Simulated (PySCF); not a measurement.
H4Se2Si.
Bonds: Se1–Si2, Si2–Se3. Hydrogens: H4 on Se1; H5, H6 on Si2; H7 on Se3.

Theory: PBE0-D3(BJ)/def2-SVP geometry optimisation, gas phase in PySCF.

Question: What internal coordinates does the optimisation give?

Answer: 
| bond | length (Å) | order |
| --- | --- | --- |
| Se1–Si2, Si2–Se3 | 2.280 | single |
| Se1–H4, Se3–H7 | 1.472 | single |
| Si2–H5, Si2–H6 | 1.491 | single |

Bonds in one row agree within 0.01 Å and their mean is given. Orders are formal, as drawn. A selection of angles:
| angle | degrees |
| --- | --- |
| Si2–Se1–H4 | 93.2 |
| Se1–Si2–Se3 | 114.5 |
| Se1–Si2–H5 | 103.4 |
| Se1–Si2–H6 | 112.3 |
| Se3–Si2–H5 | 112.6 |
| H5–Si2–H6 | 110.6 |

Dihedral angles: H4–Se1–Si2–Se3 58° (synclinal); H7–Se3–Si2–Se1 56° (synclinal). The mirror-image conformer, all signs reversed, is as good.

Si2 (SiH2 silicon) is distorted tetrahedral (angles from 103.4° to 114.5°).

Point group: C2 (every atom within 0.08 Å of its image). No frequency check. One conformer, not necessarily the lowest (H–Se1–Si2–Se3 58°, Se1–Si2–Se3–H 56°).
